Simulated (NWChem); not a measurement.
Species: SiHClF2; SMILES F[SiH](F)Cl

```xyz
5

Si     0.3578     0.4400     0.0000
F     -0.2919     1.1192    -1.2881
F     -0.2919     1.1192     1.2881
Cl    -0.0976    -1.5516     0.0000
H      1.8126     0.6345     0.0000
```
Atoms are numbered in this order, from 1.

All runs: NWChem. Geometry optimised at B3LYP/6-31G*; all other runs use it. Pople sets run with spherical d functions. Vzz has the sign of the potential's second derivative.

```tsv
quantity	level	value
cavity-dispersion-structure term (kcal/mol) in methanol	PBE/def2-SVP, SMD	-0.6
vertical ionisation energy, ΔSCF (eV)	Hartree-Fock/def2-SVP	11.97
charge (e), ESP F3	Hartree-Fock/6-31G*	-0.33
Vzz Cl4 (a.u.)	PBE/def2-TZVP	2.057
dipole (D)	B3LYP/6-31G*	1.34
highest harmonic frequency (cm⁻¹)	B3LYP/6-31G*	2374
```
